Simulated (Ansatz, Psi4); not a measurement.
# Worked example: the enthalpy of formation of B2O2 (diboron dioxide)

B2O2 has 4 atoms, charge 0, and is taken as a singlet. SMILES: `O=BB=O`. The coordinates come from a PBE0-D4/def2-TZVP relaxation.

Total energies at BHLYP/aug-cc-pVDZ (Psi4 1.11); the atoms run unrestricted:

| species | state | energy (Eh) |
| --- | --- | --- |
| B2O2 | singlet | -200.161697 |
| O | triplet | -75.058433 |
| B | doublet | -24.651771 |

Harmonic wavenumbers at PBE0-D4/def2-TZVP, in cm⁻¹: 214, 214, 498, 498, 613, 1985, 2158.

Measured heats of formation of the gaseous atoms at 298.15 K, in kJ/mol: O 249.2, B 570.3. Spin-orbit lowering of the atoms at 298 K (mean of the ground term's levels less their thermal mean, from spectra), in kJ/mol: O 0.40, B 0.00. Take 1 Eh = 2625.50 kJ/mol, 1 cm⁻¹ = 0.0119627 kJ/mol, RT = 2.479 kJ/mol.

Q: Work out the heat of formation of the gas at 298 K.

A: 
1. Electronic atomisation energy: 2 × (-75.058433) + 2 × (-24.651771) − (-200.161697) = 0.741289 Eh = 1946.3 kJ/mol.
2. Zero-point energy: half the sum of the wavenumbers, 3090 cm⁻¹ = 37.0 kJ/mol.
3. Thermal vibrational enthalpy, Σ hcν̃/(exp(hcν̃/kT) − 1): 4.4 kJ/mol. Translation, rotation and pV of a linear molecule: 3.5 RT = 8.7 kJ/mol.
4. The 4 free atoms carry 5/2 RT each: 24.8 kJ/mol.
5. Spin-orbit coupling lowers the free atoms by 2 × 0.40 + 2 × 0.00 = 0.8 kJ/mol.
6. Atomisation enthalpy at 298 K: 1946.3 − 0.8 − 37.0 − 4.4 − 8.7 + 24.8 = 1920.2 kJ/mol.
7. Sum of the atoms' heats of formation: 1639.0 kJ/mol. Heat of formation: 1639.0 − 1920.2 = -281.2 kJ/mol.

The tabulated value is -456.1 kJ/mol (NIST-JANAF tables; in doubt, as an older value, an estimate or one at odds with other calculations), so this level is off by +174.9 kJ/mol, or 8.3 % of the atomisation enthalpy that the table implies (2095.1 kJ/mol). Hybrids with much exact exchange underbind. Anharmonicity and any spin-orbit splitting of the molecule are left out.
